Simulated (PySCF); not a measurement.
Predicted microwave data (PBE0-D3(BJ)/def2-SVP geometry optimisation, gas phase in PySCF 2.14.0) for one isomer of C2H11NSi2:

```
Rotational constants : A = 3939, B = 1915, C = 1491 MHz
Dipole components    : |μa| = 1.00 D, |μb| = 0.27 D, |μc| = 0.29 D
Inertial defect      : -53.21 u·Å²
κ                    : -0.65
```

Problem. Which structure is it? (One computed conformer of each.)
A. `[CH3:1][Si@@H:2]([NH2:3])[CH2:4][SiH3:5]` with C1–Si2–N3–H -51° and 173°, C1–Si2–C4–Si5 -179°
B. `[NH2:1][SiH2:2][CH2:3][CH2:4][SiH3:5]` with H–N1–Si2–C3 61° and -159°, N1–Si2–C3–C4 -168°, Si2–C3–C4–Si5 -65°
C. `[CH3:1][NH:2][SiH2:3][CH2:4][SiH3:5]` with C1–N2–Si3–C4 -64°, N2–Si3–C4–Si5 -42°

Solution. C. It is CN[SiH2]C[SiH3], an asymmetric top, point group C1. The candidates at the same level (rigid rotor, commonest isotopes):

```
            SMILES  A (MHz)  B (MHz)  C (MHz)  μa (D)  μb (D)  μc (D)  Δ (u·Å²)  point group                        rotor
   N[SiH2]CC[SiH3]     7432     1233     1134    1.52    1.08    0.38    -32.22           C1  near-prolate asymmetric top
C[Si@@H](N)C[SiH3]     5483     1551     1315    0.93    0.28    0.19    -33.60           C1               asymmetric top
   CN[SiH2]C[SiH3]     3939     1915     1491    1.00    0.27    0.29    -53.21           C1               asymmetric top
```

`C[Si@@H](N)C[SiH3]` has A 39 % too high; `N[SiH2]CC[SiH3]` has A 89 % too high. No structure here is proved a minimum.
